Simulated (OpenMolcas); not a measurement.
**Potential curves of GaBr: spin–orbit levels**

Computed with OpenMolcas 26.06: state-averaged CASSCF(8,7) over Br 4p, Ga 4s 4p, XMS-CASPT2 (IPEA 0.25, imaginary shift 0.2 hartree), scalar X2C, ANO-RCC-VTZP, then RASSI spin–orbit state interaction with atomic mean-field integrals. C2 symmetry about the axis (a holds Σ, Δ, Γ; b holds Π, Φ, H; Σ⁺ and Σ⁻ are not told apart); roots by multiplicity and irrep: 1a 5, 3b 2, 1b 2, 3a 5.

XMS-CASPT2 energies with spin–orbit state interaction in eV from the lowest point. Curves are followed by energy order within each symmetry, so they are adiabatic and may change character at avoided crossings; for Ω = 0 the + and − levels are counted together.

```tsv
R (Å)	(1)Ω=0	(2)Ω=0	(3)Ω=0	(1)Ω=1	(1)Ω=2	(2)Ω=1	(3)Ω=1	(4)Ω=0	(2)Ω=2
2.051	1.043	4.114	4.116	4.160	4.209	5.809	7.279	7.279	7.924
2.170	0.413	3.608	3.610	3.653	3.700	5.227	6.557	6.558	6.780
2.278	0.116	3.426	3.428	3.470	3.516	4.938	5.915	5.953	6.038
2.385	0.000	3.404	3.407	3.447	3.492	4.772	5.404	5.442	5.501
2.504	0.016	3.494	3.498	3.536	3.579	4.669	5.013	5.051	5.084
2.623	0.131	3.637	3.642	3.677	3.719	4.612	4.756	4.788	4.799
```

The 9 lowest clean curves are shown; the next is (1)Ω=3, from 4.87 eV. Only roots inside an energy window near the equilibrium distance were included, so the list of states is not complete; labels number the states computed. Each spin and symmetry block has orbitals of its own, averaged over its own roots, so gaps between blocks are less sure than gaps within one and near the minimum can be off by tenths of an eV, in bad cases by more. No Rydberg orbitals are active, so Rydberg states, and σ→σ* states whose orbital the CASSCF left unused, can be missing between those listed. CASPT2 splits the two components of degenerate states numerically, here by up to 37 cm⁻¹. Points that failed a check (symmetry, reference weights, a jump) are left out.
